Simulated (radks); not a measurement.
The numbers below are computed, except where a source is named.
Valence configurations of Nb IV (all share [Kr]). Code: a radial shooting solver on a logarithmic mesh with Libxc functionals. Model: scalar-relativistic Kohn-Sham, PBE, spin-unpolarised, spherical densities, point nucleus. Energies are relative to 4d2; eigenvalues in eV.

| valence | E (eV) | e(4d) | e(5p) | e(5s) |
|---|---|---|---|---|
| 4d2 | 0.000 | -30.596 | - | - |
| 5p2 | 25.458 | - | -23.820 | - |
| 4d1 5p1 | 11.689 | -34.626 | -21.911 | - |
| 4d1 5s1 | 5.740 | -33.735 | - | -27.279 |
| 4d0.5 5s1 5p0.5 | 12.197 | -35.784 | -22.349 | -28.450 |
| 5s2 | 12.925 | - | - | -29.042 |
| 4d1 5s0.5 5p0.5 | 8.711 | -34.183 | -21.626 | -27.575 |
| 4d1.5 5s0.5 | 2.691 | -32.149 | - | -26.412 |
| 4d0.5 5p1.5 | 18.307 | -36.649 | -22.889 | - |
| 5s1 5p1 | 19.182 | - | -23.319 | -29.586 |

NIST lists [Kr] 4d2 as the ground configuration; this level of theory agrees among the configurations tried. The energies are those of spherical spin-averaged densities, not of single terms.
